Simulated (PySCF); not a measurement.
H7NSi2, charge +1, multiplicity 2. Atoms are numbered in the order given.

```xyz
10

Si     1.6754    -0.0003     0.1519
N      0.0000     0.0000    -0.6018
Si    -1.6754     0.0003     0.1519
H      2.3033    -1.2148    -0.4325
H      1.4556    -0.0304     1.6102
H      2.2709     1.2546    -0.3814
H      0.0000     0.0000    -1.6341
H     -2.3033     1.2148    -0.4325
H     -2.2709    -1.2546    -0.3814
H     -1.4556     0.0304     1.6102
```
Charge +1, spin multiplicity 2.

Coordinates come from a B3LYP-D3(BJ)/def2-SVP optimisation. The multiplicity is an assumed one; other spin states were not compared.

The numbers are results of PySCF with SMD-M06-2X/def2-SVP, not measurements.

Solvation free energies are E(SMD) − E(gas) at the gas-phase geometry, for 1 M in both phases.

| solvent | ΔG(solv) (kcal/mol) | its non-electrostatic (CDS) part |
|---|---|---|
| water | -55.2 | 3.8 |
| N,N-dimethylformamide | -57.1 | 0.9 |
| dichloromethane | -52.9 | -0.1 |
